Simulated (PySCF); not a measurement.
Compound: C₃H₉NSi.
Z-matrix (Å and degrees, PBE0-D3(BJ)/def2-SVP geometry), rows numbered from 1:
```
C 
C   1  1.5300
N   2  1.4519  1  106.54
Si  3  1.7362  2  113.61  1   -26.92
C   1  1.5363  2  108.84  3    41.52
H   1  1.1020  2  110.96  3   165.62
H   1  1.1031  2  108.40  3   -77.10
H   2  1.1044  1  110.21  3   120.83
H   2  1.1110  1  109.68  3  -122.14
H   3  1.0110  2  116.75  1   171.74
H   4  1.5015  3  115.14  2  -112.67
H   4  1.4995  3  113.77  2   124.26
H   5  1.0998  1  112.55  2  -160.77
H   5  1.1036  1  110.87  2    79.13
```

A calculation gives these core lines: C 1s: 290.00 (area 1), 290.59 (area 1), 291.36 (area 1) eV; N 1s: 404.12 eV; Si 1s: 1846.31 eV; Si 2p3/2: 106.45 eV.

Computed with PySCF 2.14.0, delta-SCF UKS SCAN, pcX-2 on the ionised atom, pcseg-1 elsewhere, spin-free X2C. Geometry: PBE0-D3(BJ)/def2-SVP, one conformer, isolated molecule.

Task: Assign the C 1s lines to atoms.

Result: 290.00 eV: C5 (sp3 carbon bound to silicon); 290.59 eV: C1 (ring CH2 carbon); 291.36 eV: C2 (sp3 carbon bound to nitrogen). The listed C 1s values span 1.36 eV, from C5 (bonded to C, 2 H and Si) to C2 (bonded to N, C and 2 H). The widest gap between neighbouring values is 0.77 eV, between 290.59 and 291.36 eV. Summing the Pauling electronegativity differences to the bonded atoms, each weighted by its formal bond order, gives -1.35 for the lowest site and -0.21 for the highest; no listed site has a larger sum than the highest.

Bonded neighbours of each site: C1: 2 C and 2 H; C2: N, C and 2 H; N3: C, H and Si; Si4: N, C and 2 H; C5: C, 2 H and Si.

Task: Which effective nuclear charge Zeff reproduces each element's mean 1s value in the hydrogen-like formula E = 13.606 eV × Zeff²?

Result: C (Z = 6): mean 290.6 eV, Zeff = 4.62, Z − Zeff = 1.38; N (Z = 7): mean 404.1 eV, Zeff = 5.45, Z − Zeff = 1.55; Si (Z = 14): mean 1846.3 eV, Zeff = 11.65, Z − Zeff = 2.35. Means run over the listed sites, weighted by atom count.

The 2p values add to the ΔSCF energy of one spin-free hole a correction within the shell (spin–orbit coupling, ligand field). 2p1/2 minus 2p3/2 (ligand field included): Si 0.62 eV.
